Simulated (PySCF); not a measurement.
Excitation energy of Rh by level of theory

Rh [Kr] 4d8 5s1 (4F) → Rh [Kr] 4d7 5s1 6s1 (6F), as a difference of total energies. Computed with PySCF 2.14 in aug-cc-pVDZ-PP with ECP28MDF, with scalar relativity through the core potential. Correlated levels: valence: 4s2 4p6 frozen. The calculations carry no spin-orbit coupling.

```tsv
method	excitation energy (eV)
UHF	5.364
MP2 (valence)	6.872
SCS-MP2 (valence)	6.967
CCSD (valence)	6.693
CCSD(T) (valence)	6.781
```

Problem. How much does correlation contribute at CCSD(T) (valence)?

Solution. 6.781 − (5.364) = 1.417 eV, measured against UHF.

The promoted electron is Rydberg-like, and one or two diffuse shells describe it only roughly, which tends to raise the upper state.
